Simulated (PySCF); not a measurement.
C2H8N2Si2, SMILES CC1=N[SiH2][Si@H]1N. Coordinates come from a PBE-D3(BJ)/def2-SVP optimisation. The structure was generated by enumeration; whether it is a known compound was not checked. The values are those of a single conformer.

All values below come from PySCF with PBE-D3(BJ)/def2-SVP.

Harmonic wavenumbers (cm⁻¹): 93, 121, 141, 171, 237, 284, 335, 379, 396, 422, 482, 551, 634, 647, 681, 717, 764, 840, 883, 922, 948, 961, 1141, 1311, 1374, 1386, 1485, 1567, 2121, 2133, 2146, 2957, 3039, 3075, 3500, 3601. Rotational constants (GHz): 2.543, 2.206, 1.283; symmetry number 1.

Work out the zero-point energy and the ideal-gas rigid-rotor harmonic-oscillator thermochemistry at 298.15 K and 1 atm.

ZPE = ½ Σ hcν = ½ × 42447 cm⁻¹ = 60.68 kcal/mol. H − E(el) = 67.01 kcal/mol. Entropy in cal/(mol K): translation 40.17, rotation 28.19, vibration 23.07, total 91.43. G − E(el) = 39.75 kcal/mol. Cp = 35.05 cal/(mol K). Modes under 150 cm⁻¹ make the vibrational entropy uncertain.
